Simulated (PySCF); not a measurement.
C4H3BrClF, SMILES C(=C/Cl)(/Br)C(=C)F.

Coordinates come from a B3LYP-D3(BJ)/def2-SVP optimisation. The structure was generated by enumeration; whether it is a known compound was not checked. The values are those of a single conformer.

Two levels are set side by side: PBE/def2-TZVP (PySCF) and CAM-B3LYP/def2-TZVP (PySCF). Same geometry, gas phase. Differences are taken from unrounded values.

```
quantity                       PBE
---------------------------  -----
orbital gap (eV)              3.57
highest occupied level (eV)  -6.06
lowest empty level (eV)      -2.49
dipole moment (D)             0.70
mean polarisability (bohr³)   86.9
```

### Question
These are the PBE values. What does CAM-B3LYP give? (The exact figures need the calculation; the answer reports its results.)

### Answer

| quantity | CAM-B3LYP | PBE minus CAM-B3LYP |
|---|---|---|
| orbital gap (eV) | 7.77 | -4.20 |
| highest occupied level (eV) | -8.36 | 2.29 |
| lowest empty level (eV) | -0.59 | -1.91 |
| dipole moment (D) | 0.84 | -0.14 |
| mean polarisability (bohr³) | 83.4 | 3.5 |

PBE's occupied levels lie high since its potential decays too fast outside the molecule; exact exchange lowers them and widens the gap. PBE's more diffuse valence density responds more strongly to a field. Differences between two approximate levels are no errors against the true value.

Rough cost on one machine, each run with all the roots and properties that it gave: CAM-B3LYP against PBE within a factor of 2.
